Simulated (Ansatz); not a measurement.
`[SiH3][SiH2][O][SnH3]` and `Cl[SiH2][O][SnH3]` differ in one atom or group.

Ansatz, PBE0-D4/def2-TZVP geometries, multiplicity 1. Each molecule was computed in one conformer, which needn't be the lowest.

Elements past krypton have def2 core potentials.

```csv
property,`[SiH3][SiH2][O][SnH3]`
LUMO energy (B3LYP/def2-TZVPP) / eV,-1.15
size of the dipole moment (B3LYP/def2-TZVPP) / D,2.32
size of the dipole moment (PBE/def2-TZVPP) / D,2.25
HOMO energy (PBE0/def2-TZVPP) / eV,-7.63
LUMO energy (PBE/def2-TZVPP) / eV,-1.75
HOMO–LUMO gap (PBE0/def2-TZVPP) / eV,6.70
```

(1) Give the same properties after the change, and the shifts. (Best estimate.)

## Answers

(1) The calculation gave: 
```json
{"property": "LUMO energy (B3LYP/def2-TZVPP) / eV", "`Cl[SiH2][O][SnH3]`": "-1.02", "shift": "0.13"}
{"property": "size of the dipole moment (B3LYP/def2-TZVPP) / D", "`Cl[SiH2][O][SnH3]`": "2.10", "shift": "-0.22"}
{"property": "size of the dipole moment (PBE/def2-TZVPP) / D", "`Cl[SiH2][O][SnH3]`": "2.07", "shift": "-0.18"}
{"property": "HOMO energy (PBE0/def2-TZVPP) / eV", "`Cl[SiH2][O][SnH3]`": "-8.35", "shift": "-0.72"}
{"property": "LUMO energy (PBE/def2-TZVPP) / eV", "`Cl[SiH2][O][SnH3]`": "-1.60", "shift": "0.15"}
{"property": "HOMO–LUMO gap (PBE0/def2-TZVPP) / eV", "`Cl[SiH2][O][SnH3]`": "7.56", "shift": "0.86"}
```

With PBE0 the HOMO falls by 0.72 eV and the LUMO rises by 0.15 eV, so the gap widens by about 0.87 eV. PBE moves the HOMO by -0.49 eV and ωB97M-V by -0.91 eV. Dipoles are sizes alone; their direction can turn.

B3LYP here is the variant with VWN-RPA as its local correlation; programs differ in this.
